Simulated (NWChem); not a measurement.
Species: CH$_{6}$AlN; SMILES C[NH][AlH2]

```xyz
9

Al     0.0814    -1.2385     0.0005
H     -1.0178    -2.3839     0.0029
H      1.6511    -1.4790    -0.0008
N     -0.5021     0.4407    -0.0005
C      0.2481     1.6745    -0.0005
H     -1.5049     0.6068    -0.0018
H      0.0418     2.3007     0.8876
H      0.0465     2.2981    -0.8914
H      1.3289     1.4622     0.0027
```
Atoms are numbered in this order, from 1.

Level: PBE0/def2-SVP (NWChem), optimised geometry, unscaled harmonic frequencies. 

**Question.** List the harmonic frequencies with IR intensities, and the thermochemistry.

**Answer.** 
```tsv
frequency (cm⁻¹)	IR intensity (km/mol)
184	1.8
221	1.4
271	4.7
542	79.5
591	263.8
595	41.6
711	25.8
782	245.5
1078	19.2
1139	0.0
1181	86.0
1390	36.7
1449	25.9
1465	3.2
1495	5.4
1941	82.3
1948	254.2
3007	95.2
3070	39.0
3129	17.4
3607	18.6
```

```yaml
zero_point_energy: 42.6 kcal/mol
thermal correction to the enthalpy at 298.15 K (with zero-point energy): 46.4 kcal/mol
heat capacity Cv: 17.2 cal/(mol K)
entropy at 298.15 K and 1 atm (symmetry number 1): 69.6 cal/(mol K)
dipole_moment: 1.38 D
```

Rigid rotor and harmonic oscillator.
